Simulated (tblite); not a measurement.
Compound: C6H3ClN (charge -1).
Numbering: `[N:1]#[C:2][c:3]1[cH:4][cH:5][cH:6][c-:7]1[Cl:8]` (hydrogens: H9 on C4; H10 on C5; H11 on C6)
Bond orders are those of one Lewis drawing.

Computed with GFN2-xTB (tblite), gas phase: Langevin dynamics at 300 K from the optimised GFN2-xTB geometry, time step 0.5 fs, friction 0.01 fs⁻¹, 2000 steps.

Start geometry:
```
atom  x, y, z in Å
N1      3.255   -0.774    0.303
C2      2.133   -0.504    0.198
C3      0.789   -0.213    0.074
C4     -0.270   -1.154    0.044
C5     -1.457   -0.467   -0.091
C6     -1.183    0.911   -0.150
C7      0.183    1.055   -0.049
Cl8     1.039    2.570   -0.072
H9     -0.141   -2.222    0.117
H10    -2.442   -0.907   -0.145
H11    -1.901    1.708   -0.254
```

The statistics below take the 31 frames saved every 25 fs from 250 to 1000 fs; their kinetic temperature (all 3N coordinates) averages 299 K.

Task: How do the bond lengths spread?

Result: 
```csv
bond,start (Å),mean (Å),standard deviation (Å),shortest (Å),longest (Å)
N1≡C2,1.159,1.163,0.012,1.134,1.185
C2–C3,1.381,1.389,0.020,1.354,1.428
C3–C4,1.416,1.414,0.018,1.365,1.453
C4–C5,1.379,1.378,0.022,1.340,1.415
C5–C6,1.406,1.402,0.024,1.345,1.441
C6–C7,1.378,1.372,0.021,1.326,1.403
C7–Cl8,1.741,1.756,0.054,1.663,1.849
C3–C7,1.411,1.411,0.021,1.362,1.445
C4–H9,1.079,1.085,0.025,1.043,1.156
C5–H10,1.080,1.082,0.033,1.028,1.152
C6–H11,1.077,1.080,0.030,1.011,1.156
```

Task: Give the same statistics for bond angles, one of each kind among heavy atoms.

Result: 
```csv
angle,start (°),mean (°),standard deviation (°),smallest (°),largest (°)
N1–C2–C3,178.7,171.7,3.3,163.4,176.7
C2–C3–C4,126.2,125.3,4.4,117.4,135.0
C2–C3–C7,128.0,127.8,4.3,118.3,137.6
C4–C3–C7,105.9,106.2,2.2,102.1,111.1
C3–C4–C5,108.4,108.0,2.4,103.8,113.2
C4–C5–C6,108.9,108.9,2.4,103.9,112.4
C5–C6–C7,107.0,107.3,2.3,101.0,111.5
C6–C7–Cl8,125.3,125.0,3.0,116.6,131.3
C3–C7–C6,109.8,109.3,2.1,106.0,114.5
C3–C7–Cl8,124.9,125.2,2.7,120.0,131.6
```

Task: How far does each atom move about its mean position (frames aligned on the start, all atoms weighted alike), and what rms force does it feel?

Result: 
```
atom  rms displacement (Å)  rms force (eV/Å)
  N1                  0.20              1.54
  C2                  0.08              1.96
  C3                  0.10              1.48
  C4                  0.09              1.65
  C5                  0.07              2.01
  C6                  0.06              1.89
  C7                  0.08              1.65
 Cl8                  0.16              1.12
  H9                  0.14              0.85
 H10                  0.11              1.10
 H11                  0.11              1.02
```

The displacements run from 0.06 to 0.20 Å, the largest at N1.

Task: How widely does the potential energy scatter, against a harmonic estimate?

Result: Mean 0.34 eV above the start, standard deviation 0.091 eV, range 0.20 to 0.68 eV. For 27 classical harmonic modes at 300 K the canonical values are 27kT/2 = 0.35 eV and kT·√(27/2) = 0.095 eV.

The run is classical and short, so these are rough statistics of one trajectory.

The cost below is that of the whole dynamics run. Hardware: x86-64 server, one thread, on a shared host. Cost: 34 s wall.
